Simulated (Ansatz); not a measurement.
`C=CCCCCCCCC` with charge -1. The state is a doublet with charge -1. Geometry PBE-D4/def2-SVP; atoms count from 1.

```xyz
30

C     3.6485    1.6831   -3.4041
C     2.7599    0.6222   -3.1721
C     2.9444   -0.3976   -2.0947
C     2.1430   -0.1831   -0.7797
C     0.6313   -0.3466   -0.9426
C    -0.1902   -0.0233    0.3103
C    -1.6963   -0.2519    0.1200
C    -2.5944    0.1367    1.3017
C    -2.3054   -0.6002    2.6174
C    -3.3081   -0.2777    3.7286
H     3.4879    2.4089   -4.2183
H     4.5202    1.8533   -2.7479
H     1.8881    0.5002   -3.8414
H     4.0276   -0.4444   -1.8147
H     2.6844   -1.4330   -2.4504
H     2.4938   -0.9100    0.0005
H     2.3693    0.8362   -0.3932
H     0.2979    0.3029   -1.7857
H     0.4172   -1.3987   -1.2563
H     0.1850   -0.6388    1.1589
H    -0.0120    1.0355    0.6095
H    -2.0255    0.3153   -0.7814
H    -1.8673   -1.3277   -0.1239
H    -2.5263    1.2358    1.4805
H    -3.6621   -0.0582    1.0302
H    -1.2773   -0.3610    2.9709
H    -2.3126   -1.6998    2.4223
H    -3.3096    0.8107    3.9661
H    -3.0676   -0.8289    4.6686
H    -4.3438   -0.5597    3.4209
```

The highest occupied level of the relaxed charge -1 doublet lies above zero (up to 2.94 eV). By energy differences it is unbound by 1.73 eV (each at its own geometry, against the charge 0 singlet, at PBE0-D4/def2-TZVP) and held by the finite basis.

**Question.** Estimate the Mulliken populations of the heavy atoms from the PBE0/def2-TZVP orbitals of Ansatz.

**Answer.** 
| atom | charge (e) | spin (α − β) |
| --- | --- | --- |
| C1 | -0.50 | 0.45 |
| C2 | -0.28 | 0.29 |
| C3 | -0.06 | -0.07 |
| C4 | 0.01 | -0.05 |
| C5 | -0.14 | -0.09 |
| C6 | -0.15 | -0.06 |
| C7 | -0.14 | 0.00 |
| C8 | -0.11 | -0.04 |
| C9 | -0.13 | -0.06 |
| C10 | -0.22 | -0.13 |
Mulliken values depend strongly on the basis.

**Question.** Where does the spin sit?

**Answer.** Summed by element: C 0.24, H 0.76, of 1 unpaired in all. Largest on single atoms: C1 0.45, C2 0.29, C10 -0.13.

**Question.** And the Mayer bond orders between heavy atoms (over 0.3)?

**Answer.** C1–C2 1.50 (1.40 Å); C2–C3 1.06 (1.49 Å); C3–C4 0.98 (1.55 Å); C4–C5 1.08 (1.53 Å); C5–C6 1.05 (1.53 Å); C6–C7 1.02 (1.54 Å); C7–C8 1.01 (1.53 Å); C8–C9 1.03 (1.54 Å); C9–C10 1.03 (1.53 Å).
